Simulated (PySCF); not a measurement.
**Mayer bond orders and bond lengths**

Compound: C₃H₆OSi.
Numbering: `[CH:1]#[C:2][SiH2:3][O:4][CH3:5]` (hydrogens: H6 on C1; H7, H8 on Si3; H9, H10, H11 on C5)

Geometry (GFN2-xTB, dihedral held, Å), atoms numbered from 1 in this order:
```xyz
11
C3H6OSi angstrom
C      2.5535    0.1606   -0.1969
C      1.5022   -0.4175   -0.2527
Si    -0.0757   -1.3723   -0.3260
O     -1.1483   -0.1919   -0.6301
C     -2.5263   -0.2711   -0.7991
H      3.4647    0.6848   -0.1505
H     -0.3514   -2.0356    0.9555
H     -0.0422   -2.3657   -1.4081
H     -2.7839   -0.9255   -1.6364
H     -3.0101   -0.6552    0.1034
H     -2.9016    0.7327   -1.0043
```

Bond orders from the PBE0/pcSseg-1 density (PySCF). The geometry is a constrained GFN2-xTB structure with the dihedral C2–Si3–O4–C5 held at 180°, isolated molecule; it need not be a minimum.

Q: How far do the computed orders between heavy atoms stray from the drawn ones?

A: The largest departure is 0.448, at C1–C2 (drawn triple, 2.552). Drawn double or triple, more than 0.30 short of the drawn order: C1–C2 (2.552).

Q: Give the Mayer order of every bond, beside its length.

A: 
| bond | drawn as | length (Å) | Mayer order |
| --- | --- | --- | --- |
| C1–C2 | triple | 1.201 | 2.552 |
| C2–Si3 | single | 1.846 | 0.926 |
| Si3–O4 | single | 1.624 | 1.018 |
| O4–C5 | single | 1.391 | 0.898 |
| C1–H6 | single | 1.052 | 1.083 |
| Si3–H7 | single | 1.469 | 0.899 |
| Si3–H8 | single | 1.469 | 0.899 |
| C5–H9 | single | 1.094 | 0.966 |
| C5–H10 | single | 1.094 | 0.967 |
| C5–H11 | single | 1.091 | 0.970 |

Q: Sum the orders of all bonds at each heavy atom with more than one neighbour and set the sums beside the valence in the SMILES.

A: C1 3.635 (drawn 4), C2 3.478 (drawn 4), Si3 3.742 (drawn 4), O4 1.916 (drawn 2), C5 3.801 (drawn 4). Orders between atoms that aren't bonded are not in these sums.

The Mayer order sums products of elements of PS (density times overlap matrix) between the two atoms' basis functions, so it depends on the basis set.

These values come from a run that also computed NMR shieldings. Hardware: Arm Neoverse V2, one thread, on a shared host. Cost: 7.6 s.
